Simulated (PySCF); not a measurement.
MI for M along the fifth-period p block

HF with triple-zeta basis sets in PySCF, for the lowest determinant that a PBE0 search found; no spin–orbit coupling. De refers to high-spin ground-configuration atoms. A positive dipole means M(−)I(+).

```tsv
M	basis	reference	state (unpaired electrons)	Re (Å)	ωe (cm⁻¹)	De (eV)	μ (D)
In	x2c-TZVPPall	RHF	singlet (closed shell)	2.810	170	2.63	-3.80
Sn	x2c-TZVPPall	UHF	doublet (π ↑)	2.756	191	1.87	-2.84
Sb	def2-TZVPP	UHF	triplet (π ↑↑)	2.722	203	1.06	-2.14
Te	x2c-TZVPPall	UHF	doublet (π ↑)	2.683	219	0.72	-1.02
I	x2c-TZVPPall	RHF	singlet (closed shell)	2.671	232	0.59	n/a
```

By what factor does the harmonic wavenumber vary along the series?

At HF it runs from 170 cm⁻¹ (InI) to 232 cm⁻¹ (I2), a factor of 1.36.

The rows differ in basis set, which adds steps of its own.

The state changes along the series, so neighbouring rows are not always alike in their bonding.

These are scalar-relativistic numbers at best; spin–orbit coupling would shift them, the dissociation energy most. Where the molecule has an RHF reference, its open-shell atoms are computed with UHF. Hartree–Fock leaves out correlation, which carries a large part of most bond energies and some tenths to 1 eV of ionisation energies. States were picked by a PBE0 search and need not be the measured ground states.
